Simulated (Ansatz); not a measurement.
Consider the isomerisation: `[CH3][SnH]([F])[SiH2]F` → `[CH3][Sn]([F])([F])[SiH3]`.

Calculated with Ansatz (gas phase, PBE0-D4/def2-TZVP geometries, no zero-point term in ΔE). CCSD(T)/CBS is the MP2 limit (def2-TZVPP, def2-QZVPP) plus CCSD(T) − MP2 in def2-TZVPP, frozen cores. DFT in def2-TZVPP. B3LYP here is the variant with VWN-RPA as its local correlation; programs differ in this. def2 core potentials past Kr. For Sn outer-core shells are correlated without core-valence functions, which leaves a few kJ/mol of doubt a bond. One conformer a species, not always the lowest.

```tsv
level	ΔE (kJ/mol)
PBE0-D4	36.4
B3LYP-D4	36.0
B2PLYP	37.5
HF/def2-TZVPP	48.3
MP2/def2-TZVPP	41.7
CCSD/def2-TZVPP	43.7
CCSD(T)/def2-TZVPP	41.1
HF/CBS(def2)	47.0
```

(1) What does CCSD(T)/CBS give? (An estimate is asked.)

Largest T1 diagnostic among the species: 0.014.

Answers

(1) Ansatz gave: +36.8 kJ/mol. The listed levels differ from it by -0.4, -0.8, 0.7, 11.5, 4.9, 6.9, 4.3, 10.2 kJ/mol.

In def2-TZVPP, CCSD(T) changes the Hartree–Fock value by −7.2 kJ/mol (the triples alone add −2.7 kJ/mol) and MP2 by −6.6 kJ/mol. From PBE to PBE0 (25 % exact exchange), in def2-TZVPP and without D4, ΔE moves by +7.6 kJ/mol.
